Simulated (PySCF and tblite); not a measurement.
The numbers below are computed, except where a source is named.
C₇H₁₁Cl, numbered as in [Cl:1][C@@H:2]1[CH:3]=[CH:4][CH2:5][CH2:6][CH2:7][CH2:8]1.

Free energies: PBE0-D3(BJ)/def2-SVP (IEF-PCM, water) on GFN2-xTB structures plus GFN2-xTB thermal terms, symmetry and mirror images included. Conformers within 4 kcal/mol (GFN2-xTB free energy) were kept, 9 at most. GIAO shieldings: mPW1PW91/pcSseg-1 (IEF-PCM, water). Shifts are against TMS (¹H), TMS (¹³C) at the same level; of two unlike H on one atom, a is the less shielded. Run with PySCF (density fitting) and tblite.

The 7-ring runs over atoms 2–3–4–5–6–7–8.

| conformer | shape | symmetry | E(GFN2) kcal/mol | E(DFT) kcal/mol |
| --- | --- | --- | --- | --- |
| 1 | 7-ring puckered (ring torsions 0, -58, 77, -70, 66, -70, 55°) | C1 | 0.16 | 0.00 |
| 2 | 7-ring puckered (ring torsions 4, 37, -83, 41, 45, -76, 25°) | C1 | 1.24 | 0.21 |
| 3 | 7-ring puckered (ring torsions 0, 62, -78, 67, -67, 79, -64°) | C1 | 0.00 | 1.11 |
| 4 | 7-ring puckered (ring torsions -5, -32, 82, -42, -46, 82, -30°) | C1 | 1.17 | 1.71 |
| 5 | 7-ring puckered (ring torsions 0, -66, 46, 38, -90, 37, 23°) | C1 | 2.29 | 2.62 |

Not shown: 1 more, 0.2 % in all.

**Question.** How much do the weights at 298.15 K and the averaged shift of H6b depend on how the conformers are weighted?

**Answer.** 
```tsv
weighting	1 (%)	2 (%)	3 (%)	4 (%)	5 (%)	δ (ppm)	rms dipole (D)
DFT energy with thermal terms, symmetry and mirror images (full scheme)	51	32	11	4	1	1.50	2.63
DFT energy with symmetry and mirror images	52	36	8	3	1	1.50	2.60
bare DFT energy	52	36	8	3	1	1.50	2.60
GFN2-xTB energy with symmetry and mirror images	37	6	49	7	1	1.52	2.83
GFN2-xTB free energy	29	4	56	8	1	1.55	2.89
leading conformer alone	100	0	0	0	0	1.24	2.37
equal weights	17	17	17	17	17	1.58	2.93
full scheme, search stopped after three starts	0	88	0	12	0	1.80	2.79
```

The largest departure from the full scheme, 0.30 ppm, comes with: full scheme, search stopped after three starts.
